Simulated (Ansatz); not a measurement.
The same molecule with X = B, Al, Ga, In. Ansatz, PBE0-D4/def2-TZVP geometries, multiplicity 1. Each molecule was computed in one conformer, which needn't be the lowest.

Elements past krypton have def2 core potentials. Scalar relativity is left out up to krypton.

| X | molecule | mean X–N bond length / Å | mean X–S bond length / Å | HOMO–LUMO gap (B3LYP/def2-TZVPP) / eV | HOMO energy (PBE0/def2-TZVPP) / eV | HOMO energy (ωB97M-V/def2-TZVPP) / eV |
| --- | --- | --- | --- | --- | --- | --- |
| Al | `[NH2][Al]([NH2])[SH]` | 1.764 | 2.191 | 6.57 | -7.12 | -9.38 |
| Ga | `[NH2][Ga]([NH2])[SH]` | 1.816 | 2.204 | 6.37 | -7.07 | -9.38 |
| In | `[NH2][In]([NH2])[SH]` | 2.020 | 2.384 | 5.60 | -7.13 | -9.38 |

Question: Give the row for X = B, `NB(N)S`. (Best estimate.)

Answer: The calculation gave: 
```
X  molecule  mean X–N bond length / Å  mean X–S bond length / Å  HOMO–LUMO gap (B3LYP/def2-TZVPP) / eV  HOMO energy (PBE0/def2-TZVPP) / eV  HOMO energy (ωB97M-V/def2-TZVPP) / eV
B  `NB(N)S`                     1.411                     1.844                                   6.74                               -6.84                                  -9.05
```

From B to In the mean X–N bond length rises at each step, by 0.609 Å in all; the mean X–S bond length rises at each step, by 0.540 Å in all; the HOMO–LUMO gap (B3LYP/def2-TZVPP) falls at each step, by 1.14 eV in all; the HOMO energy (PBE0/def2-TZVPP) isn't monotonic: highest at B, lowest at In; the HOMO energy (ωB97M-V/def2-TZVPP) isn't monotonic: highest at B, lowest at Al. Bonds lengthen as the atom grows down the group.

B3LYP here is the variant with VWN-RPA as its local correlation; programs differ in this.
